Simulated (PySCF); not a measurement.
A series of related molecules

Method used: PySCF 2.14.0, GIAO KT3/pcSseg-1 magnetisability, rotational g tensor and spin-rotation constants, non-relativistic, gas phase. Geometry: GFN2-xTB.

Each molecule in one low-energy conformer. The parent is CSC1(F)CC1.

**Question.** How does the isotropic susceptibility change along this series?
- CSC1(F)CC1 (base)
- CC(=S)CSC1(F)CC1 (H on C replaced by C(S)CH3)
- FC(F)CSC1(F)CC1 (H on C replaced by CHF2)
- FC1(SCC2CC2)CC1 (H on C replaced by cPr)
- O=C(O)CSC1(F)CC1 (H on C replaced by COOH)
- COCSC1(F)CC1 (H on C replaced by OCH3)

**Answer.** 
```csv
molecule,"χ, cgs (10⁻⁶ cm³/mol)",magnetisability anisotropy (10⁻³⁰ J/T²)
CSC1(F)CC1,-69.3,189
CC(=S)CSC1(F)CC1,-90.7,439
FC(F)CSC1(F)CC1,-86.5,212
FC1(SCC2CC2)CC1,-102.1,384
O=C(O)CSC1(F)CC1,-85.1,257
COCSC1(F)CC1,-83.5,262
```
The isotropic susceptibility is lowest for FC1(SCC2CC2)CC1 and highest for CSC1(F)CC1.
